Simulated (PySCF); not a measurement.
**Dipole response of Sc²⁺ (scandium, charge +2)**

[Ar] 3d1, 2D determinant. Calculation: PySCF 2.14, in aug-cc-pwCVTZ-DK with one added diffuse shell each of s, p, d, f, g type (11s10p8d5f4g, 152 functions); the spin-free X2C one-electron Hamiltonian (Gaussian nucleus). Coupled (time-dependent) response in atomic units; α is the mean over directions.

```csv
method,mean α (bohr³),"α xx, yy, zz",C₆ (like pair),S(−4)
PBE0,4.878,"5.723, 5.723, 3.188",14.42,26.03
```

S(−4) is the Cauchy moment in α(ω) = α(0) + S(−4) ω² + …

α(iu) at PBE0:

```json
{"u (hartree)": "0", "α(iu) (bohr³)": "4.878"}
{"u (hartree)": "0.0500", "α(iu) (bohr³)": "4.815"}
{"u (hartree)": "0.100", "α(iu) (bohr³)": "4.649"}
{"u (hartree)": "0.200", "α(iu) (bohr³)": "4.190"}
{"u (hartree)": "0.300", "α(iu) (bohr³)": "3.761"}
{"u (hartree)": "0.500", "α(iu) (bohr³)": "3.118"}
{"u (hartree)": "0.750", "α(iu) (bohr³)": "2.546"}
{"u (hartree)": "1.00", "α(iu) (bohr³)": "2.105"}
{"u (hartree)": "1.50", "α(iu) (bohr³)": "1.472"}
{"u (hartree)": "2.00", "α(iu) (bohr³)": "1.064"}
{"u (hartree)": "3.00", "α(iu) (bohr³)": "0.6155"}
{"u (hartree)": "5.00", "α(iu) (bohr³)": "0.2804"}
```

A single London oscillator, α(iu) = α/(1 + u²/ω²), gives C₆ = (3/4) ω α². Matching the computed C₆ needs ω = 4 × 14.42 / (3 × 4.878²) = 0.808 hartree.

For an ion, C₆ is the dispersion term alone; charge-induced terms of lower order in 1/R come first.

The components differ because the open shell of this determinant is not spherical; for a pure term their mean is the scalar polarisability.
